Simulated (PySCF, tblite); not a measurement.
Isomers of C5H9FN2Si. Computed with GFN2-xTB (tblite): harmonic, unscaled wavenumbers at the GFN2-xTB geometry, gas phase. This tight-binding method is rough: wavenumbers can miss measured ones by several per cent, in bad cases by 10 to 20. Modes of hydrogen on silicon can be 10 to 20 % off. One conformer each.

Electronic energies: PBE0/pcSseg-1 single points on the GFN2-xTB geometries (PySCF, gas phase).

| SMILES | electronic energy, lowest = 0 (kJ/mol) |
| --- | --- |
| N#C[C@]1(F)CCNC[SiH2]1 | 39.0 |
| N#CC[C@@H]1C[Si@@H](CF)N1 | 3.3 |
| C[C@H](N[SiH3])/C(C#N)=C/F | 43.9 |
| CCn1nc(F)cc1[SiH3] | 0.0 |

Problem. How do GFN2-xTB zero-point energies change the relative energies?

Solution. 
```tsv
SMILES	ZPE (kJ/mol)	of it from modes above 1550 cm⁻¹	electronic (kJ/mol)	with ZPE, lowest = 0 (kJ/mol)	lowest mode (cm⁻¹)	rings
CCn1nc(F)cc1[SiH3]	343.8	150.1	0.0	0.0	70	1
N#CC[C@@H]1C[Si@@H](CF)N1	352.1	173.0	3.3	11.7	34	1
N#C[C@]1(F)CCNC[SiH2]1	350.3	168.3	39.0	45.5	72	1
C[C@H](N[SiH3])/C(C#N)=C/F	335.9	175.7	43.9	36.1	31	0
```

The zero-point energies span 16.2 kJ/mol, from `C[C@H](N[SiH3])/C(C#N)=C/F` to `N#CC[C@@H]1C[Si@@H](CF)N1`. The lowest isomer stays, but the order above it changes.

Problem. And how do the electronic energies of GFN2-xTB itself compare?

Solution. `CCn1nc(F)cc1[SiH3]` 0.0; `N#CC[C@@H]1C[Si@@H](CF)N1` 130.2; `N#C[C@]1(F)CCNC[SiH2]1` 147.1; `C[C@H](N[SiH3])/C(C#N)=C/F` 110.2 kJ/mol, lowest = 0. Against the energies above, taken from the same isomer `CCn1nc(F)cc1[SiH3]`, the largest difference is 126.9 kJ/mol.

Problem. What do entropy and thermal enthalpy add at 298.15 K and 1 bar (rigid rotor, harmonic oscillator, one conformer each)?

Solution. 
```json
{"SMILES": "CCn1nc(F)cc1[SiH3]", "point group": "C1", "symmetry number": "1", "S (J/(mol K))": "413.5", "H − H(0) (kJ/mol)": "29.21", "ZPE + H − H(0) − TS (kJ/mol)": "249.7"}
{"SMILES": "N#CC[C@@H]1C[Si@@H](CF)N1", "point group": "C1", "symmetry number": "1", "S (J/(mol K))": "432.9", "H − H(0) (kJ/mol)": "30.25", "ZPE + H − H(0) − TS (kJ/mol)": "253.3"}
{"SMILES": "N#C[C@]1(F)CCNC[SiH2]1", "point group": "C1", "symmetry number": "1", "S (J/(mol K))": "398.8", "H − H(0) (kJ/mol)": "28.11", "ZPE + H − H(0) − TS (kJ/mol)": "259.5"}
{"SMILES": "C[C@H](N[SiH3])/C(C#N)=C/F", "point group": "C1", "symmetry number": "1", "S (J/(mol K))": "444.2", "H − H(0) (kJ/mol)": "32.72", "ZPE + H − H(0) − TS (kJ/mol)": "236.2"}
```
